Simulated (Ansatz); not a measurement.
Reaction (ligand exchange at the Si–O bond): `C[SiH](N)O[SiH3]` + CH₃NH₂ → `CN[SiH](C)N` + `O[SiH3]`

Calculated with Ansatz (gas phase, PBE0-D4/def2-TZVP geometries, no zero-point term in ΔE). CCSD(T)/CBS is the MP2 limit (def2-TZVPP, def2-QZVPP) plus CCSD(T) − MP2 in def2-TZVPP, frozen cores. Functionals use def2-TZVPP. B3LYP here is the variant with VWN-RPA as its local correlation; programs differ in this. Each species was taken in one conformer, which may not be the lowest.

**Question.** Is it downhill or uphill in electronic energy at CCSD(T)/CBS, and by how much? (An estimate is asked.)

**Answer.** Ansatz gave: Uphill: ΔE = +0.69 eV.

**Question.** What do these levels give: PBE-D4, r2SCAN-D4, PBE0-D4, ωB97X-V, ωB97M-V, r2SCAN, PBE0, B3LYP, CCSD/def2-TZVPP, HF/def2-QZVPP, HF/CBS(def2), CCSD/CBS(def2)? (Estimate.)

**Answer.** Ansatz gave: PBE-D4 0.62, r2SCAN-D4 0.69, PBE0-D4 0.66, ωB97X-V 0.69, ωB97M-V 0.68, r2SCAN 0.69, PBE0 0.66, B3LYP 0.72, CCSD/def2-TZVPP 0.71, HF/def2-QZVPP 0.84, HF/CBS(def2) 0.84, CCSD/CBS(def2) 0.71 eV.

Largest T1 diagnostic among the species: 0.011.

In def2-TZVPP, CCSD(T) changes the Hartree–Fock value by −0.13 eV (the triples alone add −0.02 eV) and MP2 by −0.15 eV.
